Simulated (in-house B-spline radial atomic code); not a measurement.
## Correlation energy from the adiabatic connection: −Z/r, Z = 0.75, wall at 8 bohr

Two electrons in a singlet, external potential −Z/r, Z = 0.75, wall at 8 bohr (atomic units). Full CI in B-splines (partial waves to l = 8, correlation up to 0.6 % small) with the density held fixed gives W(λ) = <V_ee>_λ − U, and E_c is the integral of W(λ) − W(0) from 0 to 1.

```json
{"λ": "0", "W(λ) − W(0) (hartree)": "0.00000"}
{"λ": "0.02", "W(λ) − W(0) (hartree)": "-0.00194"}
{"λ": "0.05", "W(λ) − W(0) (hartree)": "-0.00475"}
{"λ": "0.12", "W(λ) − W(0) (hartree)": "-0.01084"}
{"λ": "0.25", "W(λ) − W(0) (hartree)": "-0.02069"}
{"λ": "0.4", "W(λ) − W(0) (hartree)": "-0.03019"}
{"λ": "0.6", "W(λ) − W(0) (hartree)": "-0.04050"}
{"λ": "0.8", "W(λ) − W(0) (hartree)": "-0.04880"}
{"λ": "1", "W(λ) − W(0) (hartree)": "-0.05562"}
```

(1) Integrate the table by the trapezoid rule.

(2) Now use only three numbers: W(0) = -0.32034, the initial slope W'(0) = -0.09845 (extrapolated from the first points) and the strong-coupling limit of the point-charge-plus-continuum model, W∞ = -0.40795. What do second-order theory and the interpolation W(λ) = W∞ + (W(0) − W∞)/√(1 + 2χλ) of Seidl, Perdew and Levy give?

Answers

(1) The strips give -0.00002, -0.00010, -0.00055, -0.00205, -0.00382, -0.00707, -0.00893, -0.01044, which sum to -0.03297 hartree. The direct value, W(1) − W(0) + T_c with T_c = 0.02251, is -0.03311; the curve is convex, so chords lie above it and the trapezoids fall short in size by 0.40 %.

(2) Second order keeps the slope alone: E_c = W'(0)/2 = -0.04922, +49 % in size against -0.03311. Matching the slope fixes χ = W'(0)/(W∞ − W(0)) = -0.09845/(-0.08761) = 1.12373. Integrating, with s = √(1 + 2χ) = 1.802071, E_c = −(W(0) − W∞)(s − 1)/(s + 1) = −0.08761 × 0.802071/2.802071 = -0.02508 hartree, -24.2 % in size against the full result. At λ = 1 the formula gives W − W(0) = -0.03899 against -0.05562. Part of the miss can come from the model's W∞, which here lies above the computed W at λ = 10, -0.43373.
